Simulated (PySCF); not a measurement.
# Exercise with solution: oscillator strength and radiative lifetime

Ga(Br)2(OH) (Br2GaHO), SMILES [OH][Ga]([Br])[Br].

The structure is a stationary point at PBE0-D3(BJ)/def2-SVP. The structure was generated by enumeration; whether it is a known compound was not checked. One conformer was computed; it need not be the lowest.

PySCF with TDDFT-PBE/def2-SVPD puts the first singlet state with f over 0.02 at 5.08 eV (vertical), with the transition dipole (0.491, 0.038, 0.000) in atomic units.

Question: Find the oscillator strength, the wavelength and the radiative lifetime that this transition would have in vacuum if emission retraced absorption.

Answer: 
|μ|² = 0.2425 au, so |μ| = 1.25 D. ΔE = 5.08/27.211 = 0.1867 hartree. f = (2/3) ΔE |μ|² = 0.030 (the program prints 0.030).
λ = 1239.84/5.08 = 244 nm; ν = 40973 cm⁻¹.
Einstein's coefficient A = 0.6670 ν² f s⁻¹ (ν in cm⁻¹) = 3.4e7 s⁻¹, so τ = 1/A = 30 ns. This state is S4; the lower singlets have f = 0.016, 0.000, 0.003. The figure is the radiative limit of this one transition; relaxation, internal conversion, crossing to triplets and a medium change what is measured.
